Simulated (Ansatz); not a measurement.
`[SiH3]CC=[Se]`, relaxed with RKS PBE-D4/def2-SVP in Ansatz from a rough embedded geometry. The force threshold is 0.03 eV/Å; the program also tests the step.

The species carries charge 0 and has multiplicity 1.

Start:

```xyz
10

Si   -0.280    1.201   -0.052
C     0.002   -0.428    0.674
C     0.505   -1.318   -0.391
Se   -0.465   -1.612   -1.822
H    -1.292    1.150   -1.161
H    -0.825    2.169    0.990
H     0.979    1.804   -0.580
H    -0.904   -0.838    1.056
H     0.761   -0.330    1.541
H     1.518   -1.798   -0.256
```

```
        step  energy (eV)  largest force (eV/Å)  largest move (Å)
           1  -75369.0176                 2.506             0.000
           2  -75369.3047                 1.063             0.195
           3  -75369.3818                 0.466             0.165
           4  -75369.4068                 0.533             0.200
5 (rejected)  -75369.4040                 0.530             0.195
           6  -75369.4253                 0.243             0.098
           7  -75369.4332                 0.063             0.100
           8  -75369.4356                 0.064             0.082
           9  -75369.4359                 0.029             0.028
```

End:

```xyz
10

Si   -0.241    1.321   -0.009
C    -0.071   -0.485    0.634
C     0.493   -1.331   -0.438
Se   -0.433   -2.310   -1.598
H    -1.245    1.346   -1.123
H    -0.696    2.197    1.127
H     1.090    1.807   -0.510
H    -1.091   -0.803    0.932
H     0.595   -0.446    1.524
H     1.598   -1.294   -0.539
```

It took 9.5 s on 4 threads of an Arm Neoverse V2 on a shared host, with 0.16 GiB of host memory at the peak.
